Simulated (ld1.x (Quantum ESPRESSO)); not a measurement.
potassium (K): TM pseudisation with PBE, scalar-relativistic reference atom.

ld1.x (Quantum ESPRESSO) 7.5 was run on this input:

```
&input
   title='K', zed=19., rel=1, dft='PBE', iswitch=3,
   config='[Ar] 3d-2 4s1 4p0 4f-2',
   nld=4, rlderiv=1.40, eminld=-5.0, emaxld=5.0, deld=0.02
 /
 &inputp
   pseudotype=2, tm=.true., lloc=1,
   nlcc=.false.,
   file_pseudopw='K.UPF', file_wfcaegen='ae.wfc', file_wfcncgen='nc.wfc', file_beta='beta', file_chi='chi'
 /
4
3S  1  0   2.00   0.00  1.25  1.25  0.0
3D  3  2  -2.00   0.45  1.00  1.00  0.0
4F  4  3  -2.00  -0.05  1.00  1.00  0.0
3P  2  1   6.00   0.00  1.30  1.30  0.0
 &test
   configts(1)='3s2 3p6 4s1 4p0'
 /
```

Command:

```bash
ld1.x < K.in > K.out
```

The program printed (shortened: banner, matrices, multipoles, cross overlaps and the repeated all-electron block are left out):

```
Program LD1 v.7.5
     --------------------------- All-electron run ----------------------------

     K
     scalar relativistic calculation

     atomic number is 19.00
     dft =PBE   lsd =0 sic =0 latt =0  beta=0.20 tr2=1.0E-14
     Exchange-correlation= PBE
                           (   1   4   3   4   0   0   0)
     mesh =1165 r(mesh) = 100.03909 a.u. xmin = -7.00 dx = 0.01250
     1 Ry =  13.60569312 eV, c = 137.03599908

     n l     nl                  e(Ry)          e(Ha)          e(eV)
     1 0     1S 1( 2.00)      -258.8808      -129.4404     -3522.2524
     2 0     2S 1( 2.00)       -25.9748       -12.9874      -353.4056
     2 1     2P 1( 6.00)       -20.5884       -10.2942      -280.1191
     3 0     3S 1( 2.00)        -2.5976        -1.2988       -35.3428
     3 1     3P 1( 6.00)        -1.3828        -0.6914       -18.8133
     4 0     4S 1( 1.00)        -0.1704        -0.0852        -2.3190
     4 1     4P 1( 0.00)        -0.0591        -0.0296        -0.8045

     final scf error:  5.6E-15 reached in  24 iterations

     Etot =   -1204.175386 Ry,    -602.087693 Ha,  -16383.640768 eV

     Ekin =    1211.394882 Ry,     605.697441 Ha,   16481.867017 eV
     Encl =   -2865.721864 Ry,   -1432.860932 Ha,  -38990.132255 eV
     Eh   =     516.863059 Ry,     258.431529 Ha,    7032.280166 eV
     Exc  =     -66.711463 Ry,     -33.355732 Ha,    -907.655696 eV

     normalization and overlap integrals

     s(1S/1S) =  1.000000  <r> =   0.0811  <r2> =    0.0088  r(max) =   0.0533
     s(2S/2S) =  1.000000  <r> =   0.3876  <r2> =    0.1781  r(max) =   0.3184
     s(2P/2P) =  1.000000  <r> =   0.3506  <r2> =    0.1524  r(max) =   0.2640
     s(3S/3S) =  1.000000  <r> =   1.2687  <r2> =    1.8646  r(max) =   1.0839
     s(3P/3P) =  1.000000  <r> =   1.4349  <r2> =    2.4503  r(max) =   1.1538
     s(4S/4S) =  1.000000  <r> =   5.0068  <r2> =   29.0044  r(max) =   4.1810
     s(4P/4P) =  1.000000  <r> =   7.1301  <r2> =   59.2675  r(max) =   5.7148

     ------------------------ End of All-electron run ------------------------

     --------------------- Generating NC pseudopotential ---------------------

      Generating local pot.: lloc=1, matching radius rcloc =   1.3000

      Wfc   3S  rcut= 1.259  Using Troullier-Martins method

      Wfc   3D  rcut= 1.006  Using Troullier-Martins method

      Wfc   4F  rcut= 1.006  Using Troullier-Martins method

     ------------------- End of pseudopotential generation -------------------

     Computing logarithmic derivative in   1.40050
     Computing logarithmic derivative in   1.40050
     Computing the partial wave expansion
     R is outside the sphere for l=    0 j= 0.00
       no projector for channel:   1
     R is outside the sphere for l=    2 j= 0.00
     R is outside the sphere for l=    3 j= 0.00

     ---------------------- Testing the pseudopotential ----------------------

     K
     scalar relativistic calculation

     atomic number is 19.00   valence charge is  9.00
     dft =PBE   lsd =0 sic =0 latt =0  beta=0.20 tr2=1.0E-14
     mesh =1165 r(mesh) = 100.03909 xmin = -7.00 dx = 0.01250

     n l     nl             e AE (Ry)        e PS (Ry)    De AE-PS (Ry)
     1 0     3S   1( 2.00)       -2.59765       -2.59768        0.00003
     2 1     3P   1( 6.00)       -1.38276       -1.38277        0.00002
     2 0     4S   1( 1.00)       -0.17044       -0.17121        0.00077
     3 1     4P   1( 0.00)       -0.05913       -0.05920        0.00006

     eps = 5.5E-15  iter = 23

     Etot =   -1204.175386 Ry,    -602.087693 Ha,  -16383.640768 eV
     Etotps =   -56.497168 Ry,     -28.248584 Ha,    -768.683132 eV

     Ekin =      20.104224 Ry,      10.052112 Ha,     273.531906 eV
     Encl =    -114.933615 Ry,     -57.466807 Ha,   -1563.751491 eV
     Ehrt =      45.348236 Ry,      22.674118 Ha,     616.994178 eV
     Ecxc =      -8.504083 Ry,      -4.252042 Ha,    -115.703950 eV
     Epseu=       1.488070 Ry,       0.744035 Ha,      20.246225 eV

     ---------------------- End of pseudopotential test ----------------------
```

Generation and configuration tests took about 1.4 s on one core of a shared server CPU.
